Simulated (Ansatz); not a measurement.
IrPt3⁻ (the lowest singlet isomer of a short search), 4 atoms. Hardware: 4 threads of AMD EPYC 9R45 on a shared host.

In the def2 sets Ir, Pt take a core potential; there is no spin–orbit coupling. Correlated methods freeze no core orbitals; core or outer-core shells of Ir, Pt are correlated, in sets that lack core-valence functions.

Question: How many basis functions does each of these Ansatz runs have, and roughly what does it cost? PBE-D4/def2-TZVPD, charge -1 quintet, energy, from earlier orbitals; MP2/def2-TZVPD, charge -1 triplet, energy, from earlier orbitals; r2SCAN-D4/def2-TZVPD, charge -1 singlet, energy, from earlier orbitals; PBE0-D4/def2-TZVPD, charge -1 unrestricted singlet, energy, from earlier orbitals; PBE-D4/def2-SVPD, charge -1 triplet, relaxation, 7 steps; RPA@PBE/def2-TZVPD, charge -1 quintet, energy, from earlier orbitals; RPA@PBE/def2-TZVPD, charge -1 triplet, energy, from earlier orbitals; r2SCAN-D4/def2-TZVPD, charge -1 unrestricted singlet, energy, from earlier orbitals; PBE with 5 % exact exchange/def2-TZVPD, charge -1 quintet, energy, from earlier orbitals; BLYP-D4/def2-TZVPD, charge -1 singlet, energy, from earlier orbitals; CCSD(T)/def2-SVPD, charge -1 singlet, energy, from earlier orbitals; PBE-D4/def2-TZVPD, charge -1 unrestricted singlet, energy, from earlier orbitals.

Answer: Other jobs shared the machine, so times can vary by a factor of up to 3. A dash marks memory too small to be measured apart from the calling script's.

| run | functions | fitting or Cholesky vectors | wall time | peak host memory (GiB) |
| --- | --- | --- | --- | --- |
| BLYP-D4/def2-TZVPD, charge -1 singlet, energy, from earlier orbitals | 172 | 1511 | 1.6 s | – |
| r2SCAN-D4/def2-TZVPD, charge -1 singlet, energy, from earlier orbitals | 172 | 1511 | 1.9 s | – |
| PBE-D4/def2-TZVPD, charge -1 quintet, energy, from earlier orbitals | 172 | 1511 | 2.2 s | – |
| PBE with 5 % exact exchange/def2-TZVPD, charge -1 quintet, energy, from earlier orbitals | 172 | 1511 | 3.7 s | 0.77 |
| RPA@PBE/def2-TZVPD, charge -1 quintet, energy, from earlier orbitals | 172 | 1543 | 4.2 s | 0.67 |
| RPA@PBE/def2-TZVPD, charge -1 triplet, energy, from earlier orbitals | 172 | 1543 | 4.5 s | 0.69 |
| PBE-D4/def2-TZVPD, charge -1 unrestricted singlet, energy, from earlier orbitals | 172 | 1511 | 6 s | 0.58 |
| MP2/def2-TZVPD, charge -1 triplet, energy, from earlier orbitals | 172 | 1543 | 6.5 s | 0.77 |
| r2SCAN-D4/def2-TZVPD, charge -1 unrestricted singlet, energy, from earlier orbitals | 172 | 1511 | 11 s | 0.7 |
| PBE-D4/def2-SVPD, charge -1 triplet, relaxation, 7 steps | 140 | 1316 | 11 s | – |
| PBE0-D4/def2-TZVPD, charge -1 unrestricted singlet, energy, from earlier orbitals | 172 | 1672 | 58 s | 1.1 |
| CCSD(T)/def2-SVPD, charge -1 singlet, energy, from earlier orbitals | 140 | 1334 | 81 s | 2 |
